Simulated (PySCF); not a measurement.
Unknowns

- J: B3LYP/pcJ-1 (spin–dipole term left out of most H,H and C,H couplings)
- PBE0-D3(BJ)/def2-SVP geometry
- shieldings: GIAO PBE0/pcSseg-1
- run in PySCF 2.14.0 with density-fitted response routines
- no relativistic terms, no solvent, a single conformation, fast rotation and ring inversion assumed for equivalent nuclei

Scale: 1H (31.27 ppm) and 13C (184.41 ppm) against TMS (reference shieldings calculated alike). Multiplet labels drop J under 1 Hz and among equivalent protons, and merge close values. Unscaled 3J(H,H) run several per cent high. Where no couplings were computed, multiplicities follow the n + 1 count of equivalent neighbours, and m marks all less simple cases (inequivalent or close neighbours, rings, F or P nearby). Vicinal couplings that depend on rotamer populations or ring flexing (ring, CH–CH, X–H and H–F types) are those of the one conformer. One-bond C–F couplings are unscaled and too large by tens of Hz. Shifts are as computed. Against solution values, carbons near 30 ppm lie about +2 ppm off and those near 130 ppm about +5 ppm. Of 1309 compounds with measured shifts, 239 miss one by over three times the rms of a fit or turn the order of signals round; such compounds aren't used in these exercises.

(1) C$_{4}$H$_{8}$F$_{2}$O$_{2}$. 1H NMR (300 MHz, computed): δ 5.57 (t, J = 61.9 Hz, 1H), 3.78 (t, J = 9.1 Hz, 1H), 3.41 (m, 6H). 13C{1H} NMR (computed): δ 118.6 (t, J = 305.7 Hz), 104.8 (t, J = 26.1 Hz), 56.5. What is it?

(2) C$_{5}$H$_{10}$O$_{2}$SSi. 1H NMR (300 MHz, computed): δ 4.62 (s, 1H), 4.18 (m, 2H), 4.13 (m, 2H), 3.61 (s, 3H), 2.48 (m, 1H), 1.22 (m, 1H). 13C{1H} NMR (computed): δ 322.2 (C), 66.1 (CH2), 48.1 (CH3), 34.6 (CH2). Give a structure.

Results:

(1) SMILES COC(OC)C(F)F. Rings plus π bonds: 0. 3 carbon signals for 4 carbons: some carbons are equivalent by symmetry or fast rotation. Carbon types of the structure: 2 × CH, 2 × CH3, which accounts for all hydrogens. δC 118.6: sp3 CH bonded to 2 F; 2 electronegative neighbours deshield it. δC 104.8: sp3 carbon bearing two oxygens; 2 electronegative neighbours deshield it. δC 56.5: methyl carbon bonded to O; deshielded by the electronegative neighbour. δH 3.41: hydrogen on a methyl carbon bonded to O; its carbon carries O, an electronegative neighbour.

This is the structure that produced the data.

(2) SMILES CC(=S)[SiH]1OCCCO1. The formula gives 2 degrees of unsaturation. 4 carbon signals for 5 carbons: some carbons are equivalent by symmetry or fast rotation. Carbon types of the structure: 1 × C, 3 × CH2, 1 × CH3, leaving 1 H on heteroatoms. δC 322.2: thiocarbonyl carbon; low-lying n→π* states of the double bond to the heteroatom give a large paramagnetic term (-403 ppm). δC 66.1: sp3 CH2 bonded to O; the inductive effect lowers its shielding. δC 34.6: sp3 CH2 in a ring; a saturated carbon with 2 carbon neighbours and no heteroatom attached. δH 4.18, 4.13: hydrogen on an sp3 CH2 bonded to O; its carbon carries O, hence the downfield position.

The shifts were computed for this structure.
